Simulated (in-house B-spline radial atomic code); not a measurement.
V⁺ is squeezed into an impenetrable sphere of radius R (the orbitals vanish at R). No spin polarisation. Caution: exact exchange at fractional occupations of open shells leaves self-interaction of up to several eV. All numbers are computed (non-relativistic B3LYP, spherical fractional occupations; point nucleus) with an all-electron radial atomic-structure program (B-spline basis), not measured.

Energies in eV above the free ion in [Ar] 3d4:

| R (bohr) | highest level (eV) | [Ar] 3d4 | [Ne] 3s2 3p5 3d5 | -dE/dV in [Ar] 3d4 (GPa) |
| --- | --- | --- | --- | --- |
| 9.5 | -9.14 | 0.001684 | 40.8 | 0.00224 |
| 6.84 | -8.97 | 0.06275 | 40.84 | 0.153 |
| 4.62 | -7.43 | 1.176 | 41.9 | 6.33 |
| 4.17 | -6.46 | 2.158 | 42.92 | 14.6 |
| 3.82 | -5.32 | 3.509 | 44.37 | 29.3 |
| 3.11 | -1.04 | 10.27 | 51.8 | 150 |
| 2.54 | 7.12 | 29.08 | 72.25 | 791 |
| 2.18 | 18.1 | 64.05 | 109.2 | 2740 |
| 1.72 | 49.4 | 208.8 | 257.6 | 17000 |
| 1.49 | 81.3 | 406.1 | 455.9 | 47500 |

**Question.** Does [Ne] 3s2 3p5 3d5 fall below [Ar] 3d4 under compression?

**Answer.** No, it stays above over the whole range.

The highest level is first positive in the row R = 2.54 bohr, pushed up by confinement above the zero of the free ion's potential. Each configuration is held fixed and needn't be the lowest in the sphere.
